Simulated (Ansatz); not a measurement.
```yaml
crystal:
  periodic: [false, false, false]
  atoms:
    - {symbol: Ti, position_ang: [0.004110, -0.516294, -0.955674]}
    - {symbol: Ti, position_ang: [0.455146, 0.509552, 0.844500]}
    - {symbol: H, position_ang: [-1.249586, 0.018169, 0.303022]}
    - {symbol: H, position_ang: [0.247497, 1.273316, -0.787658]}
    - {symbol: H, position_ang: [0.542832, -1.284732, 0.595819]}
basis:
  gaussian: {orbitals: def2-TZVPD}
magnetization: {spin_polarized: true, initial_magnetization: 1}
hamiltonian: {xc: {name: HF}}
correlation: {method: rpa}
scf: {omitted_lower_state_checks: [starts]}
```

```sh
$ ansatz run in.yaml --threads 4 --pin off --events-out ev --progress --plain --max-ram 3916MiB
```

Output, abridged:

```
Functional definition: HF
1082 factors; integrals over basis functions are off by at most 1.1e-3 eV
mean field evaluation 1: about -46210.3338 eV, gradient 2.1e1 eV
mean field evaluation 2: about -46210.3374 eV, gradient 2.1e1 eV
mean field evaluation 4: about -46212.4751 eV, gradient 2.8e0 eV
mean field evaluation 8: about -46212.7545 eV, gradient 1.0e0 eV
mean field evaluation 16: about -46217.2704 eV, gradient 2.3e-1 eV
mean field evaluation 32: about -46217.2771 eV, gradient 4.6e-3 eV
mean field -46217.27711833 eV, -1698.4536069030 hartree, gradient 2.2e-6 eV, S^2 2.603340; 0 other end points of the search recorded, 0 dependent functions left out
10 core orbitals not correlated: weight in the atoms' cores, before any rotation towards them, 1.000 or more for the frozen orbitals, at most 0.000 for the correlated occupied ones
reference -46217.27711833 eV, -1698.4536069030 hartree; 14, 13 occupied and 99, 100 virtual orbitals, 1082 factors
Total energy: -46236.29849842 eV, -1699.1526297281 hartree
Checks for a lower state left out: starts
```

Hardware: 4 threads of Arm Neoverse V1 on a shared host. Wall time 6 s.

Correlated methods freeze 10 core orbitals; core or outer-core shells of Ti are correlated, in sets that lack core-valence functions. The charge 0 doublet is spin-contaminated (final ⟨S²⟩ up to 2.60, 0.75 for a pure state).
